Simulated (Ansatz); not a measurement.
## Worked example: C2H4Br2 + SbH2Cl → CHBr2Cl + SbH2(CH3)

Species: C2H4Br2 (1,1-dibromoethane) `CC(Br)Br`, singlet; SbH2Cl `[Cl][SbH2]`, singlet; CHBr2Cl (chlorodibromomethane) `ClC(Br)Br`, singlet; SbH2(CH3), singlet. The partners trade CH3 for Cl: C–CH3 and Sb–Cl bonds give way to C–Cl and Sb–CH3.

Shapes, held fixed at every level: PBE0-D4/def2-TZVP. Programs: Ansatz 0.2.0. The zero-point and thermal change to 298 K, harmonic and unscaled (PBE0-D4/def2-TZVP), is -5.2 kJ/mol.

At CCSD(T)/def2-TZVPP; 1 Eh = 2625.50 kJ/mol:

```
  species   energy (Eh)
  C2H4Br2  -5223.890235
   SbH2Cl   -700.538496
  CHBr2Cl  -5643.761197
SbH2(CH3)   -280.615213
```

Work out ΔH(298 K) of the reaction at this level.


1. Products less reactants: (-5643.761197) + (-280.615213) − [(-5223.890235) + (-700.538496)] = 0.052321 Eh = +137.4 kJ/mol.
2. With the thermal change: +137.4 + (-5.2) = +132.2 kJ/mol.

Other levels give +136.6 (CCSD/def2-TZVPP) to +170.1 kJ/mol (HF/def2-SVP). No measured value is set beside it here. For atoms past krypton def2 sets carry core potentials with scalar relativity. Relativity is left out for Br unless named. Correlated rows may include outer-core shells of Br, Sb, which these sets cover unevenly.
